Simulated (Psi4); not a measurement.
Cl$_{3}$Y, charge -1, doublet, at a GFN2-xTB geometry (such geometries of metal compounds can be far from the true shape) (the multiplicity is a formal guess) (core potentials on Y) (a gas-phase anion, which may not be bound at this level), with bond 4-1 at 1.6 times its length.

The Psi4 input:
```
memory 2 GB

molecule mol {
-1 2
Y     0.169872    0.452527    0.285819
Cl    1.948481   -0.730849   -0.844584
Cl   -0.901816   -1.233802    1.645752
Cl   -2.400118    1.210883   -2.502485
}

set {
  basis def2-svp
  reference uks
}

energy('blyp')
print_variables()
```

### Question
What does this run give for the number of basis functions, <S^2>, nuclear repulsion energy, total energy?

### Answer

The number of basis functions is 85 and the <S^2> comes out as 0.751. The nuclear repulsion energy comes out as 208.1818 Eh and the total energy is -1418.6732 Eh.

A gas-phase anion may not be bound at this level; its values then depend on the basis.

These values belong to the state on which the SCF converged, which isn't shown to be the lowest.
